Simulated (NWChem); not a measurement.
Total energies of diarsenic (As2)

```
As
As 1 2.0913
```
Charge 0, spin multiplicity 1.

Everything below was run with NWChem. Structure: optimised with PBE0/def2-SVP, a minimum by its harmonic frequencies.

Basis set: def2-TZVP (96 functions).

| method | total energy (Ha) |
|---|---|
| RHF | -4468.40764 |
| MP2 | -4468.91852 |
| B2PLYP | -4471.02716 |
| PBE | -4471.09737 |
| B3LYP | -4471.84601 |
| BHandHLYP | -4471.72583 |
| CCSD(T) | -4468.93829 |

Total energies of different functionals aren't comparable as a measure of quality: only differences taken within one method are. 

The Hamiltonian is non-relativistic. The correlated methods keep 18 core orbitals frozen. B3LYP has NWChem's definition, with VWN1-RPA local correlation. No row is a measurement; the coupled-cluster row has its own basis-set and correlation limits.
